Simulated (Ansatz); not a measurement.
A search over several starts for the lowest SCF solution of cis-[IrF2(NH3)4]+ (IrN₄F₂H₁₂⁺) at the given spin, in a small basis.

```yaml
crystal:
  periodic: [false, false, false]
  atoms:
    - {symbol: Ir, position_ang: [0.195584, -0.002373, 0.195231]}
    - {symbol: F, position_ang: [0.064566, -0.025851, 2.154859]}
    - {symbol: N, position_ang: [0.488122, 0.021944, -1.880973]}
    - {symbol: H, position_ang: [1.517932, 0.021835, -1.925383]}
    - {symbol: H, position_ang: [0.161395, 0.843982, -2.392210]}
    - {symbol: H, position_ang: [0.160621, -0.787496, -2.411292]}
    - {symbol: F, position_ang: [2.155138, -0.000966, 0.061073]}
    - {symbol: N, position_ang: [-1.880296, -0.005167, 0.491122]}
    - {symbol: H, position_ang: [-1.923016, -0.016947, 1.520940]}
    - {symbol: H, position_ang: [-2.401950, -0.816985, 0.155426]}
    - {symbol: H, position_ang: [-2.401343, 0.814492, 0.174324]}
    - {symbol: N, position_ang: [0.404910, 2.048629, 0.430649]}
    - {symbol: H, position_ang: [1.404517, 2.225471, 0.275167]}
    - {symbol: H, position_ang: [0.246740, 2.209420, 1.432624]}
    - {symbol: H, position_ang: [-0.128906, 2.743699, -0.093710]}
    - {symbol: N, position_ang: [0.406480, -2.058395, 0.379374]}
    - {symbol: H, position_ang: [-0.127330, -2.740593, -0.161622]}
    - {symbol: H, position_ang: [0.250739, -2.245251, 1.377120]}
    - {symbol: H, position_ang: [1.406116, -2.229437, 0.217260]}
basis:
  gaussian: {orbitals: def2-SVP}
total_charge: 1
magnetization: {spin_polarized: true, initial_magnetization: 0}
hamiltonian: {xc: pbe0, dispersion: d4}
output: {orbitals: {seedname: orbitals}}
```

```sh
$ ansatz run in.yaml --threads 4 --pin off --events-out ev --progress --plain --max-ram 8704MiB
```

Shortened log:

```
Functional definition: PBE0
1768 factors; integrals over basis functions are off by at most 1.2e-3 eV
mean field evaluation 1: about -14386.4302 eV, gradient 7.3e1 eV
mean field evaluation 2: about -14371.8351 eV, gradient 9.7e1 eV
mean field evaluation 4: about -14405.8783 eV, gradient 4.6e0 eV
mean field evaluation 8: about -14406.5541 eV, gradient 2.1e-1 eV
mean field evaluation 16: about -14406.5543 eV, gradient 7.7e-5 eV
mean field -14406.55434595 eV, -529.4311071005 hartree, gradient 7.7e-5 eV, S^2 0.000000; 0 other end points of the search recorded, 0 dependent functions left out
reference -14406.55438649 eV, -529.4311085902 hartree; 37, 37 occupied and 139, 139 virtual orbitals, 1768 factors
Total energy: -14406.93665079 eV, -529.4451565443 hartree
```

It took 7 s on 4 threads of Arm Neoverse V1 on a shared host, peak host memory 0.81 GiB.

In the def2 sets Ir takes a core potential; there is no spin–orbit coupling.
